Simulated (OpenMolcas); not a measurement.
**Ni3+: the spin-orbit constant, Racah parameters, worked from levels**

* Program: OpenMolcas 26.06
* Basis: ANO-RCC-VTZP [6s5p3d2f1g]
* Scalar Hamiltonian: DKH2, point nucleus
* Active space: 7 electrons in 9 orbitals (RAS2 3d 4s; RAS3 4p, at most 2 electrons)
* State averaging: 2S+1 = 4 even, 50 roots; 2S+1 = 6 even, 5 roots kept (CI in the orbitals of an earlier block); 2S+1 = 2 even, 83 roots kept (CI in the orbitals of an earlier block); 2S+1 = 4 odd, 5 roots (0 in the spin-orbit step); 2S+1 = 6 odd, 5 roots kept (CI in the orbitals of an earlier block)
* Spin-orbit coupling: state interaction with AMFI integrals over the reference wave functions, term energies averaged over their components

Methods: RASSCF; MS-RASPT2, IPEA 0.25 Eh, imaginary shift 0.1 Eh (closed shells correlated: 3s 3p). Measured levels: Corliss and Sugar, J. Phys. Chem. Ref. Data 10, 197 (1981).

**The spin-orbit constant.** For the Hund term 4F of d7, E(J) = (A/2) J(J+1) + constant and ζ = -2S·A = -3A. From J = 3/2 to J = 9/2 the energy changes by 10.5 A.

```csv
Source,E(9/2) - E(3/2),A,ζ
RASSCF,-2738.8,-260.8,783
MS-RASPT2,-2729.4,-259.9,780
measured,-2621.1,-249.6,749
```

All in cm-1. MS-RASPT2 is off by +4.1 % and RASSCF by +4.5 %. Both methods take the spin-orbit matrix elements from the reference wave functions, so the second can move ζ only through the term energies and any multistate remixing. Second-order mixing with other terms is absorbed into this ζ.

**Racah parameters.** Above 4F, d7 has 4P at 15B, 2G at 4B + 3C and 2H at 9B + 3C. The first two fix B and C, and the third tests them; where it misses by thousands of cm-1, two parameters do not describe the configuration (Trees and configuration-interaction terms are left out) and B and C hang on the terms chosen. Term energies are centres of gravity, weighted by 2J + 1.

```csv
Source,4P,2G,B,C,C/B,"2H from B, C",2H found
RASSCF,22192,22657,1479,5580,3.77,30051,30383
MS-RASPT2,17238,19099,1149,4834,4.21,24843,26369
measured,17189,19174,1146,4863,4.24,24903,25965
```

Energies in cm-1. From RASSCF to MS-RASPT2, B changes by -22.3 % and C by -13.4 %. Against the measured terms, MS-RASPT2 has B off by +0.3 % and C by -0.6 %.

CASPT2 does not keep the components of a term degenerate, so their means are used; among the terms shown or strongly mixed into the levels shown the widest spread is 1700 cm-1 (3d7 4F, MS-RASPT2). Some high roots are left out of the spin-orbit mixing, which shifts the levels that they would mix with. Terms from blocks run as CI alone lack orbitals of their own. Without dynamic correlation excited terms often stand tens of per cent too high (terms of higher spin than the ground term too low), and those without a measured partner can miss by more than the paired ones (holds for RASSCF). Blocks of more than 70 roots (2S+1 = 2 even) ran without multistate coupling (holds for MS-RASPT2). Computed and measured levels are paired by configuration, term and J; levels that our copy of the source lacks, or whose pairing is in doubt (as where it misses far off the trend of its configuration), stay unpaired and out of the deviations. Only configurations of the active space appear.
